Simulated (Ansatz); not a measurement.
A nudged elastic band was laid between two geometries of CH₅SSb (8 atoms, charge 0, multiplicity 1).

The calculation used Ansatz 0.2.0, RKS revPBE-D4/def2-mTZVP.

```json
{"movable images": "7", "climbing image": "yes", "spring": "5.0 eV/Å²", "optimiser": "quadratic models (default)", "start path": "IDPP", "force threshold": "0.03 eV/Å", "iteration limit": "60", "end points": "relaxed"}
```

Initial state:

```xyz
8
Properties=species:S:1:pos:R:3
C -0.798 1.170 -0.524
S -0.404 0.166 0.980
Sb 1.029 -1.556 -0.067
H -1.299 0.571 -1.294
H 0.098 1.645 -0.944
H -1.486 1.959 -0.189
H 2.426 -1.233 0.923
H 0.527 -2.778 1.059
```

Final state:

```xyz
8
Properties=species:S:1:pos:R:3
C -0.347 1.135 -0.019
S -1.480 -0.303 0.204
Sb 0.097 -2.193 0.091
H 0.168 1.082 -0.986
H 0.392 1.183 0.792
H -0.971 2.040 0.008
H 0.960 -1.557 -1.284
H 1.273 -1.445 1.139
```

Problem. Which bonds break or form, and what moves?

Solution. No bond is made or broken. The dihedral C1–S2–Sb3–H8 goes from -148 to 45°.

Problem. Give the energies along the band, and the barrier.

Solution. The run converged. The highest image is number 4 of 0 to 8, 7.6 kJ/mol above the first end and 12.5 kJ/mol above the last; the last end lies 4.9 kJ/mol below the first. A vibrational analysis at the climbing image gives one clearly imaginary mode, 126i cm⁻¹: a first-order saddle point.

```json
{"image": "0", "path coordinate (Å)": "0.00", "energy (kJ/mol)": "0.0", "dihedral C1–S2–Sb3–H8 (°)": "-148"}
{"image": "1", "path coordinate (Å)": "0.67", "energy (kJ/mol)": "0.6", "dihedral C1–S2–Sb3–H8 (°)": "-172"}
{"image": "2", "path coordinate (Å)": "1.35", "energy (kJ/mol)": "2.7", "dihedral C1–S2–Sb3–H8 (°)": "164"}
{"image": "3", "path coordinate (Å)": "2.02", "energy (kJ/mol)": "5.6", "dihedral C1–S2–Sb3–H8 (°)": "140"}
{"image": "4", "path coordinate (Å)": "2.70", "energy (kJ/mol)": "7.6", "dihedral C1–S2–Sb3–H8 (°)": "114"}
{"image": "5", "path coordinate (Å)": "3.21", "energy (kJ/mol)": "5.7", "dihedral C1–S2–Sb3–H8 (°)": "94"}
{"image": "6", "path coordinate (Å)": "3.73", "energy (kJ/mol)": "1.1", "dihedral C1–S2–Sb3–H8 (°)": "75"}
{"image": "7", "path coordinate (Å)": "4.25", "energy (kJ/mol)": "-3.3", "dihedral C1–S2–Sb3–H8 (°)": "58"}
{"image": "8", "path coordinate (Å)": "4.76", "energy (kJ/mol)": "-4.9", "dihedral C1–S2–Sb3–H8 (°)": "45"}
```

Problem. What is the geometry of the highest image?

Solution. 
```xyz
8
Properties=species:S:1:pos:R:3:forces:R:3
C -0.384 1.241 -0.104 0.00 0.00 0.00
S -1.324 -0.285 0.338 0.00 0.00 0.00
Sb 0.242 -2.039 -0.492 0.00 0.00 0.00
H -0.190 1.305 -1.182 0.00 0.00 0.00
H 0.563 1.298 0.449 0.00 0.00 0.00
H -1.021 2.088 0.186 0.00 0.00 0.00
H 1.622 -0.989 -0.345 0.00 0.00 0.00
H 0.584 -2.676 1.094 0.00 0.00 0.00
```

Problem. What are the harmonic wavenumbers there?

Solution. 126i, 157, 181, 318, 580, 593, 683, 798, 953, 963, 1336, 1447, 1462, 1815, 1835, 2978, 3058, 3064 cm⁻¹.

The run took 2.2 min on 2 threads of Arm Neoverse V2 (shared host), peak memory 0.16 GiB.
